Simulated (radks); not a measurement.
Values are calculated unless marked as measured or tabulated.
Charge is removed step by step from the 1s down level of neutral helium, starting from 1s(up 1, down 1). Level of theory: non-relativistic Kohn-Sham, r2SCAN, spin-polarised, spherical densities, point nucleus; meta-GGA in the generalised Kohn-Sham scheme (a radial shooting solver on a logarithmic mesh with Libxc functionals).

removed (e),E - E(0) (eV),eigenvalue (eV)
0,0.000,-16.537
0.25,4.672,-20.848
0.5,10.418,-25.073
0.75,17.160,-28.689

The mean slope of the eigenvalue, de/dn, is 16.2 eV per electron.
